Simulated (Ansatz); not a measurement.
```yaml
crystal:
  periodic: [false, false, false]
  atoms:
    - {symbol: F, position_ang: [-1.175267, 1.373864, -0.746612]}
    - {symbol: C, position_ang: [-0.559500, 0.135560, -0.840887]}
    - {symbol: Ge, position_ang: [0.561883, -0.194622, 0.750993]}
    - {symbol: H, position_ang: [0.047571, 0.121887, -1.750373]}
    - {symbol: H, position_ang: [-1.336427, -0.628728, -0.931062]}
    - {symbol: H, position_ang: [-0.313268, -0.173341, 2.012016]}
    - {symbol: H, position_ang: [1.219151, -1.577516, 0.599631]}
    - {symbol: H, position_ang: [1.647858, 0.885797, 0.850494]}
basis:
  gaussian: {orbitals: "6-31G*", final_grid: {core_spheres: 20, valence_spheres: 16, degree: 47}}
total_charge: -2
hamiltonian: {xc: {name: HF}}
correlation: {method: mp2}
accuracy: high
```

```sh
$ ansatz run in.yaml --threads 2 --pin off --events-out ev --progress --plain --max-ram 4352MiB
```

It prints (some lines left out):

```
Functional definition: HF
1600 factors; integrals over basis functions are off by at most 4.7e-9 eV
mean field evaluation 1: about -60258.2701 eV, gradient 5.8e1 eV
mean field evaluation 2: about -60258.5345 eV, gradient 5.8e1 eV
mean field evaluation 4: about -60267.4486 eV, gradient 3.1e0 eV
mean field evaluation 8: about -60267.5850 eV, gradient 3.2e-1 eV
mean field evaluation 16: about -60267.5905 eV, gradient 9.7e-5 eV
mean field -60267.59054595 eV, -2214.7931017236 hartree, gradient 4.9e-8 eV, S^2 0.000000; 0 other end points of the search recorded, 0 dependent functions left out; unrestricted orbitals would lower it
11 core orbitals not correlated: weight in the atoms' cores, before any rotation towards them, 1.000 or more for the frozen orbitals, at most 0.000 for the correlated occupied ones
reference -60267.59054595 eV, -2214.7931017236 hartree; 16, 16 occupied and 48, 48 virtual orbitals, 1600 factors
second order -15.90928995 eV of doubles, -0.00000000 eV of singles
Total energy: -60283.49983590 eV, -2215.3777573454 hartree
```

Problem. Something in this input is off. What?

Solution. The charge is far from anything that the molecule holds. The calculation finished and met its thresholds. The result belongs to that input, not to the molecule as meant.
